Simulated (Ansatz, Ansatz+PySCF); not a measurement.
```xyz
2

B     0.0000    0.0000   -0.3757
H     0.0000    0.0000    1.8785
```

Basis set: 6-31G (spherical functions). Left uncorrelated: 1 orbital. Charge 0, multiplicity 1.

Computed with Ansatz (development build ahead of 0.2.0); each method stands on the lowest determinant of its kind that the runs found. Restricted open shells among the atoms or ions are ROHF, correlated in semicanonical orbitals with singles.

The atomization energy at this shape (free ground-state atoms in the same class of orbitals less the molecule, no zero-point energy) of singlet BH:

```tsv
method	atomization energy
RHF-CCSD(T)	106.7 kJ/mol
RHF-MP2	44.6 kJ/mol
RHF	-33.5 kJ/mol
UHF	30.8 kJ/mol
```

Problem. What does PBE0 (unrestricted) give?

Solution. 94.8 kJ/mol. Caution: the shape is not the minimum. Caution for PBE0 (unrestricted): charge can spread falsely over distant fragments. Caution for PBE0 (unrestricted), UHF: the unrestricted determinant is spin contaminated. Caution for RHF-CCSD(T), RHF-MP2, RHF: an unrestricted determinant lies well below. Caution for RHF-CCSD(T), RHF-MP2: large amplitudes, a single reference is doubtful.

This basis has no polarisation functions and is too small for such energies, which can lie far from measured ones in either direction.
